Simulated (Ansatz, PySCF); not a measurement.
Gas-phase reaction in SMILES: PP (P2H4) [phosphanylphosphane] -> PP (P2H4) as doublet, charge +1 + e-
Geometries: B3LYP-D3(BJ)/def2-TZVP minima from Ansatz (a quantum-chemistry and plane-wave program), one conformer each, not searched for the lowest. A spin state is the lowest found, not a proven ground state.
Geometry of the first species:
SMILES: PP
```xyz
6

P     -1.0203    -0.4713    -0.0535
P      1.0203     0.4711     0.0549
H     -1.5176     0.2567     1.0604
H     -1.5148     0.4895    -0.9757
H      1.5219    -0.4987     0.9637
H      1.5105    -0.2449    -1.0699
```
Charge 0, spin multiplicity 1.

Quantity: adiabatic ionisation energy (0 K, with B3LYP-D3(BJ) harmonic zero-point energies from PySCF), in eV. Correlated levels leave the core frozen unless marked. UHF or UKS for open shells. Spin-orbit coupling is left out. No relativistic terms. Basis-set limits of correlation are two-point, X^-3; Hartree-Fock from the larger set. [CCSD(T)-MP2]/basis is that difference in the basis named.

RI-MP2/CBS(aug-cc-pV(T+d)Z,aug-cc-pV(Q+d)Z)+[CCSD(T)-MP2]/aug-cc-pV(T+d)Z (Ansatz) gives 8.87 eV.

Q: Another calculation gave 8.58 eV. Which level was it?
(A) HF/def2-TZVPD (PySCF)
(B) LC-wPBE/def2-TZVPD (Ansatz)
(C) PBE/def2-TZVPD (Ansatz)
(D) BLYP/def2-TZVPD (Ansatz)

A: C, PBE/def2-TZVPD (Ansatz). The others give 8.75 (LC-wPBE), 7.72 (HF), 8.47 (BLYP) eV.
